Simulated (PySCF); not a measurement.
C₂H₃F₂, SMILES FC(F)[CH2], multiplicity 2.

Coordinates come from a B3LYP-D3(BJ)/def2-SVP optimisation. The isomer is the one that the SMILES or the coordinates give; other isomers of the formula were not compared.

All values below come from PBE/def2-TZVPD in PySCF.

Isolated molecule, no solvent.

Computed frontier levels, dipole moment and polarisability:
```json
{
 "α spin, highest occupied and lowest empty level": "-6.10 and -0.19 eV",
 "β spin, highest occupied and lowest empty level": "-8.14 and -3.82 eV",
 "dipole_moment": "2.00 D",
 "quadrupole, principal values (traceless, Buckingham form, about the centre of nuclear charge)": "-4.37, 1.05, 3.32 D·Å",
 "mean_static_polarisability": "30.9 bohr³ (4.58 Å³)",
 "polarisability_principal_values": "28.8, 30.1, 33.8 bohr³",
 "⟨S²⟩": "0.754 (pure state 0.75)"
}
```
